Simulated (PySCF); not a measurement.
# Telling isomers of C8H10NP apart by NMR

Method: shielding tensors at PBE0/pcSseg-1 (GIAO), geometry from GFN2-xTB, in PySCF 2.14 (non-relativistic Hamiltonian, gas phase, one averaged value for each set of equivalent atoms, single conformer).

δ = σ(ref) − σ, references computed at the same level: TMS for $^{1}$H (σ = 31.72 ppm), $^{13}$C (σ = 186.93 ppm). Splittings of carbon signals by F and P are missing where no couplings were computed. Where no couplings were computed, multiplicities follow the n + 1 count of equivalent neighbours, and m marks all less simple cases (inequivalent or close neighbours, rings, F or P nearby). Shifts are as computed. Against solution values, carbons near 30 ppm lie about +3 ppm off and those near 130 ppm about +5 ppm. Of 1211 compounds with measured shifts, 218 miss one by over three times the rms of a fit or turn the order of signals round; such compounds aren't used in these exercises.

(1) Tabulate the signals of `Cc1cpcnc1C1CC1`, `C#CCn1cpcc1CC`, `Cc1pccnc1C1CC1`, `C=Cc1cpcn1C1CC1`, `Cc1cpcc(C2CC2)n1` and their relative energies.

(2) What is the quickest way to tell C=Cc1cpcn1C1CC1 from Cc1cpcc(C2CC2)n1?

(3) What is the quickest way to tell C#CCn1cpcc1CC from Cc1pccnc1C1CC1?

(4) What is the quickest way to tell Cc1cpcnc1C1CC1 from C#CCn1cpcc1CC?

Results:

(1) 
```json
{"SMILES": "Cc1cpcnc1C1CC1", "carbon types": "2×C 3×CH 2×CH2 1×CH3", "δC": "188.3, 174.3, 166.8, 135.9, 27.0, 17.9, 16.7", "δH": "10.35 (m, 1H), 9.31 (m, 1H), 2.68 (s, 3H), 2.03 (m, 1H), 1.39 (m, 2H), 1.11 (m, 2H)", "E rel. (kcal/mol)": "4.8"}
{"SMILES": "C#CCn1cpcc1CC", "carbon types": "2×C 3×CH 2×CH2 1×CH3", "δC": "160.1, 147.7, 134.9, 84.1, 82.0, 42.4, 26.5, 19.3", "δH": "7.77 (m, 1H), 7.11 (m, 1H), 4.79 (d, 2H), 3.07 (q, 2H), 1.88 (t, 1H), 1.19 (t, 3H)", "E rel. (kcal/mol)": "33.0"}
{"SMILES": "Cc1pccnc1C1CC1", "carbon types": "2×C 3×CH 2×CH2 1×CH3", "δC": "169.5, 166.8, 154.9, 152.3, 26.3, 17.3, 16.1", "δH": "9.06 (m, 1H), 8.46 (m, 1H), 2.98 (m, 3H), 2.18 (m, 1H), 1.36 (m, 2H), 1.06 (m, 2H)", "E rel. (kcal/mol)": "3.7"}
{"SMILES": "C=Cc1cpcn1C1CC1", "carbon types": "1×C 4×CH 3×CH2", "δC": "160.8, 146.3, 134.1, 132.0, 117.9, 32.0, 10.8", "δH": "7.97 (m, 1H), 7.85 (m, 1H), 7.13 (m, 1H), 6.05 (m, 1H), 5.47 (m, 1H), 3.29 (m, 1H), 1.01 (m, 2H), 0.98 (m, 2H)", "E rel. (kcal/mol)": "17.5"}
{"SMILES": "Cc1cpcc(C2CC2)n1", "carbon types": "2×C 3×CH 2×CH2 1×CH3", "δC": "171.1, 165.4, 150.3, 149.5, 30.9, 23.6, 15.6", "δH": "8.65 (m, 1H), 8.52 (m, 1H), 2.74 (s, 3H), 1.87 (m, 1H), 1.27 (m, 2H), 1.00 (m, 2H)", "E rel. (kcal/mol)": "0.0"}
```

Energies are electronic energies at PBE0/pcSseg-1 on these geometries, without zero-point or thermal terms, each for the one conformer computed, which needn't be the lowest.

(2) Both give the same number of carbon signals, but DEPT or the intensities differ. The first has a terminal =CH2 carbon at 117.9 ppm, the second a methyl carbon on an aromatic ring (CH3) at 30.9 ppm. Their most deshielded carbons lie at 160.8 and 171.1 ppm. In the proton spectra the most deshielded non-exchanging signals are 7.97 (m, 1H) and 8.65 (m, 1H).

(3) Count the carbon signals: 8 against 7. The first has an alkyne carbon (C) at 84.1 ppm, the second a three-membered-ring carbon (CH) at 17.3 ppm. Their most deshielded carbons lie at 160.1 and 169.5 ppm. In the proton spectra the most deshielded non-exchanging signals are 7.77 (m, 1H) and 9.06 (m, 1H).

(4) Count the carbon signals: 7 against 8. The first has a three-membered-ring carbon (CH) at 17.9 ppm, the second a terminal alkyne carbon (CH) at 82.0 ppm. Their most deshielded carbons lie at 188.3 and 160.1 ppm. In the proton spectra the most deshielded non-exchanging signals are 10.35 (m, 1H) and 7.77 (m, 1H).
